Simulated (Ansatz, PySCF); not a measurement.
System: CsF, charge 1, multiplicity 2. 
Coordinates optimised at B3LYP-D3(BJ)/def2-TZVP (Ansatz, a first-principles code):
```
F
Cs 1 3.7358
```
Charge +1, spin multiplicity 2.

Total electronic energies in hartree. Valence correlation only, unless marked. Open shells are spin-unrestricted. No spin-orbit coupling. Frozen are the shells of the preceding noble gas and the d and f shells that filled before the atom's block. The outer core of K, Ca and their heavier congeners is not correlated, a term that matters for these elements. In def2 rows, elements after Kr have scalar-relativistic effective core potentials. CBS marks a two-point X^-3 extrapolation of the correlation energy; Hartree-Fock from the larger set. The bracket is a focal-point correction in the basis named.

| level | program | energy (Eh) |
|---|---|---|
| HF/def2-TZVPD | PySCF | -119.14049 |
| HF/def2-TZVPP | Ansatz | -119.14006 |
| revPBE/def2-TZVPD | Ansatz | -119.76707 |
| BP86-D4/def2-TZVPD | PySCF + dftd4 | -119.80490 |
| TPSS/def2-TZVPD | PySCF | -119.78251 |
| B3LYP-D3(BJ)/def2-TZVPD | Ansatz + dftd3 | -119.77625 |
| B3LYP-D4/def2-TZVPD | Ansatz + dftd4 | -119.77642 |
| PBE0-D3(BJ)/def2-TZVP | Ansatz + dftd3 | -119.67555 |
| BHLYP-D3(BJ)/def2-TZVPD | Ansatz + dftd3 | [?] |
| TPSSh-D3(BJ)/def2-TZVPD | PySCF + dftd3 | -119.77374 |
| TPSSh-D4/def2-TZVPD | PySCF + dftd4 | -119.77394 |
| HSE06-D3(BJ)/def2-TZVPD | Ansatz + dftd3 | -119.67059 |
| wB97M-V/def2-TZVPD | Ansatz | -119.67773 |
| B2GP-PLYP-D4/def2-TZVPD | Ansatz + dftd4 | -119.57274 |
| B2PLYP-D4/def2-TZVPD | Ansatz + dftd4 | -119.61006 |
| MP2/def2-QZVPP | Ansatz | -119.36431 |
| RI-MP2/def2-TZVPP | Ansatz | -119.33786 |
| RI-MP2/def2-TZVPPD | Ansatz | -119.33972 |
| CCSD/def2-SVPD | Ansatz | -119.17624 |
| CCSD/def2-TZVPP | Ansatz | -119.34991 |
| RI-MP2/CBS(def2-TZVPPD,def2-QZVPPD)+[CCSD(T)-MP2]/def2-SVPD | Ansatz | -119.3939 |
| RI-MP2/CBS(def2-TZVPP,def2-QZVPP)+[CCSD(T)-MP2]/def2-TZVPP | Ansatz | -119.3959 |
| CCSD(T)/CBS(def2-TZVPPD,def2-QZVPPD) | Ansatz | -119.3949 |

**Question.** Fill in the missing entries.

**Answer.** 
- BHLYP-D3(BJ)/def2-TZVPD, energy (Eh): -119.68979
